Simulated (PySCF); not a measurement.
C₅H₆F₃S (doublet state).
Cartesian coordinates in Å at the GFN2-xTB level; atoms count from 1:
```xyz
15
C5H6F3S angstrom
F      1.9194   -1.1001    1.3351
C      1.2633    0.0305    1.0160
F      1.8323    1.0624    1.6849
C      1.0698    0.2852   -0.4633
F      1.8186   -0.5755   -1.2381
C     -0.4151    0.0868   -0.7936
C     -0.8717   -1.2360   -0.1732
S     -1.2207   -0.3835    1.4103
C     -1.2377    0.9546    0.1580
H      1.3960    1.3049   -0.7100
H     -0.5972    0.2120   -1.8622
H     -1.7967   -1.6195   -0.5968
H     -0.1245   -2.0220   -0.1030
H     -2.2568    1.1254   -0.1810
H     -0.7836    1.8827    0.4951
```

The hyperfine couplings belong to this conformer and change with its torsions.

The species is `F[C](F)[C@H](C1CSC1)F` [radical].

Theory: UKS B3LYP, pcH-1 on C F H S, non-relativistic, mean-field spin-orbit, GIAO in PySCF. Isolated species at its GFN2-xTB geometry (one conformer only). A GFN2-xTB geometry isn't a minimum of the functional, and hyperfine couplings can be far from their values at a DFT geometry. No stability test was run, so a lower SCF solution isn't excluded.

Task: What is the g tensor, term by term?

Result: 
```tsv
Δg (ppm)	1	2	3
relativistic mass correction	-275	-275	-275
gauge correction	73	32	99
orbital Zeeman/spin–orbit	-1291	1477	3196
total	-1493	1234	3020
```

So g = 2.00083, 2.00355, 2.00534 and g_iso = 2.00324; the tensor is rhombic: the two nearest values differ by 40 % of g3 − g1. 

Task: What effective moment and Curie constant follow for a powder?

Result: With the mean of g² = 4.0130 and S(S+1) = 0.75: μ_eff = √(⟨g²⟩S(S+1)) = 1.735 μB and χT = 0.12505·⟨g²⟩·S(S+1) = 0.376 cm³ K/mol (cgs; spin-Hamiltonian part alone).

Task: Average each term over the three axes. Which is largest in size?

Result: The orbital-Zeeman/spin–orbit term 1128, the mass correction -275 and the gauge correction 68 ppm, for a total of 920 ppm. The orbital-Zeeman/spin–orbit term is the largest in size. The mass correction is the same along every axis, so the anisotropy comes from the other two: their spans along these axes are 67 (gauge) and 4487 ppm (orbital Zeeman/spin–orbit).

Task: In a frozen sample, at which fields do the three g values resonate at 9.5, 34, 94 and 263 GHz (hyperfine left aside), and which band first spreads them over more than twice a line width of 0.3 mT?

Result: 
```tsv
band	GHz	B(g3) mT	B(g2) mT	B(g1) mT	spread mT
X	9.5	338.47	338.77	339.24	0.76
Q	34.0	1211.38	1212.46	1214.11	2.73
W	94.0	3349.10	3352.09	3356.66	7.55
J	263.0	9370.36	9378.72	9391.50	21.13
```

The spread grows in proportion to the frequency. X band is the first where it exceeds 0.6 mT.

The largest Mulliken spin populations are on C2 (+0.71) and S8 (+0.18). The angles at C2 add up to 338.4°, so it is pyramidal.

The HOMO–LUMO gaps are 4.22 eV among the α and 5.60 eV among the β orbitals.
